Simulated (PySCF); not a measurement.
**Removing an electron from `C#C[SiH2]OC(C)=O`**

Species: C4H6O2Si.
SMILES with atom numbers: `[CH:1]#[C:2][SiH2:3][O:4][C:5]([CH3:6])=[O:7]` (hydrogens: H8 on C1; H9, H10 on Si3; H11, H12, H13 on C6)

Structure used (PBE0-D3(BJ)/def2-SVP), in Å, numbered top down from 1:
```xyz
13
C4H6O2Si angstrom
C     -1.7877    2.8228    1.4673
C     -1.6107    1.7723    0.8801
Si    -1.4113    0.1832   -0.0020
O      0.2899    0.0096   -0.1511
C      0.6993   -1.1092   -0.7631
C      2.1882   -1.2137   -0.8672
O     -0.0922   -1.9233   -1.1716
H     -1.9386    3.7531    1.9863
H     -2.0359    0.2759   -1.3443
H     -1.9704   -0.9160    0.8220
H      2.6299   -1.1883    0.1397
H      2.4632   -2.1419   -1.3796
H      2.5813   -0.3440   -1.4134
```

Level: CAM-B3LYP/def2-SVPD (PySCF). Frontier orbitals with their largest atomic shares (Löwdin; up to four atoms above 4 %):

| orbital | ε (eV) | main atoms |
| --- | --- | --- |
| HOMO−3 | -10.83 | O4 38 %, O7 28 %, Si3 10 %, C5 8 % |
| HOMO−2 | -10.14 | C2 29 %, C1 27 %, O7 25 %, O4 6 % |
| HOMO−1 | -9.78 | C2 39 %, C1 39 %, Si3 9 %, H9 4 % |
| HOMO | -9.71 | ? |
| LUMO | 0.45 | Si3 24 %, C1 22 %, C2 21 %, O4 7 % |
| LUMO+1 | 0.83 | C1 18 %, C2 16 %, C5 16 %, O7 14 % |
| LUMO+2 | 1.18 | Si3 33 %, C1 16 %, C2 10 %, C6 8 % |

What vertical ionisation energy does ΔSCF give, and how far is −ε(HOMO) from it?

ΔSCF: 10.54 eV (1017 kJ/mol; threshold wavelength 118 nm); ⟨S²⟩ of the doublet left behind is 0.763, against 0.75 for a pure doublet. −ε(HOMO) is 9.71 eV, 0.83 eV below it. For the exact functional −ε(HOMO) would equal the first vertical ionisation energy; CAM-B3LYP (range-separated hybrid) falls short of its own ΔSCF value by 8 %. Holes in the HOMO−1 and HOMO−2 were tried too where these lie within 1.2 eV of the HOMO; the lowest converged state counts.

On which atoms does the HOMO lie?

O7 (carbonyl oxygen) 43 %, C2 (alkyne carbon) 16 %, C1 (terminal alkyne carbon) 16 %, O4 (oxygen singly bound to a carbonyl carbon) 7 %. The HOMO−1 lies 0.07 eV lower.

How many of the 10 lowest singlet excitations (vertical TDDFT, same level) lie below the ionisation energy?

All 10; they run from 5.85 to 8.39 eV.

What kinetic energy would electrons from this vertical process carry with Lyman-α light (10.199 eV)?

The photon is 0.34 eV short of the vertical value.

Shift the occupied levels rigidly so that −ε(HOMO) equals the ΔSCF value. What binding energies result?

The shift is +0.83 eV: HOMO 10.54, HOMO−1 10.61, HOMO−2 10.97, HOMO−3 11.66 eV. A rigid shift is only a rough guide to the deeper ionisations.

What total energies stand behind the ΔSCF value?

E(N) = -595.53970 Eh and E(N − 1) = -595.15247 Eh at the same geometry, 0.38723 Eh apart.

One conformer (not necessarily the lowest) at the PBE0-D3(BJ)/def2-SVP geometry, without solvent, vibrations or thermal averaging.
